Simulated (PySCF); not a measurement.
These are TPSSh-D3(BJ)/def2-TZVP // TPSS-D3(BJ)/def2-SVP run with PySCF values and carry that method's errors. Isolated molecules, 0 K electronic values unless said otherwise. One relaxed conformer stands for a flexible species; it need not be the lowest. 

Reference species: [Mo(OH)6] (neutral, multiplicity 1).

- HOMO: -7.90 eV
- HOMO–LUMO gap: 3.92 eV

Changed species: [Mo(NH2)6] (6 of 6 OH replaced by NH2; the reference has 0 of 6 OH replaced by NH2).

Question: What does the change do to the HOMO and HOMO–LUMO gap?

Answer: the HOMO rises by 2.28 eV, to -5.62 eV; the HOMO–LUMO gap decreases by 0.33 eV, to 3.59 eV.
